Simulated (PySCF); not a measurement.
Converging GeO in the basis (CCSD(T))

PySCF, RHF reference; singlet, unpaired electrons none; De to Ge + O without counterpoise correction. Frozen cores follow the default of each basis and core potential.

| basis | relativity | functions | Re (Å) | ωe (cm⁻¹) | De (eV) | frozen orbitals |
| --- | --- | --- | --- | --- | --- | --- |
| x2c-SVPall | spin-free X2C | 46 | 1.638 | 969 | 6.26 | 10 |
| def2-TZVPP | no relativity | 79 | 1.636 | 981 | 6.71 | 10 |
| def2-TZVPPD | no relativity | 94 | 1.638 | 977 | 6.78 | 10 |

(1) How does each smaller set differ from the one with most functions, def2-TZVPPD?

Correlated steps freeze 10 core orbitals. Correlated levels converge slowly with the basis: in double zeta they bind strong bonds too weakly, by up to about 1 eV, and carry superposition errors of some tenths. Where the molecule has an RHF reference, its open-shell atoms are computed with UHF. The CCSD T1 diagnostic is raised in GeO, a sign that a single reference may not be enough there.

Answers

(1) x2c-SVPall: +0.0 pm, -0.8 % in ωe, -0.52 eV in De; def2-TZVPP: -0.2 pm, +0.4 % in ωe, -0.07 eV in De. All at CCSD(T); the set with most functions is neither the basis-set limit nor always the best. The rows treat relativity differently, so the differences are not basis effects alone.
